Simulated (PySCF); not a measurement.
C4H7N3O2Si.
SMILES with atom numbers: `[CH3:1][O:2][C:3](=[O:4])[c:5]1[n:6][cH:7][n:8]([SiH3:9])[n:10]1`

Probes without a nucleus sit at each ring's centroid and 1 Å off its mean plane on both sides; NICS is minus the shielding there, NICSzz its component along the normal. Level: GIAO KT3/pcSseg-1 (PySCF, non-relativistic, gas phase) on the PBE0-D3(BJ)/def2-SVP geometry, one conformer.

Ring bond lengths (Å): C5–N6 1.360, N6–C7 1.308, C7–N8 1.362, N8–N10 1.341, N10–C5 1.321.

**Question.** Give the NICS values of each ring in ppm.

**Answer.** 
```
           ring                                                 type  NICS(0)  NICS(1), two faces  NICS(1)zz, two faces  rms pucker (Å)  centre to ring atoms, mean (Å)
C5–N6–C7–N8–N10  5-membered ring with 3 N; formal bonds all aromatic    -13.5       -12.2 / -12.2         -31.4 / -31.4            0.00                            1.14
```

**Question.** What can be read from them?

**Answer.** 
- C5–N6–C7–N8–N10: mean NICS(1)zz -31.4 ppm, shielded, aromatic by this magnetic criterion (flat ring, no four-coordinate atom).

**Question.** And the bond-length index? HOMA = 1 − mean of α(R − Ropt)² over the ring bonds, with Krygowski's 1993 parameters (CN: Ropt 1.334 Å, α 93.52 Å⁻²; NN: Ropt 1.309 Å, α 130.33 Å⁻²).

**Answer.** 
- C5–N6–C7–N8–N10: HOMA 0.93; the largest term is that of N8–N10, α(R − Ropt)² = 0.14. The geometric and the magnetic index point the same way.

**Question.** At the second NICS(1) probe listed for ring C5–N6–C7–N8–N10, 1 Å off the ring, what do the in-plane components average?

**Answer.** The isotropic value is a third of the trace: (3 × -12.2 − (-31.4))/2 = -2.6 ppm.

**Question.** How do the values depend on the level or the medium?

**Answer.** 
```tsv
level	NICS(0), C5–N6–C7–N8–N10	mean NICS(1)zz, C5–N6–C7–N8–N10
KT3/pcSseg-1, gas	-13.5	-31.4
PBE0/pcSseg-1, gas	-12.9	-31.6
PBE0/pcSseg-1, IEF-PCM acetonitrile	-12.7	-31.4
PBE0/pcSseg-1, IEF-PCM cyclohexane	-12.8	-31.5
```

The geometry is the same throughout; the continuum's cavity takes Bondi-type radii × 1.2.

The values belong to the conformer `[CH3:1][O:2][C:3](=[O:4])[c:5]1[n:6][cH:7][n:8]([SiH3:9])[n:10]1`: C1–O2–C3–O4 -1°, O2–C3–C5–N6 -4°.
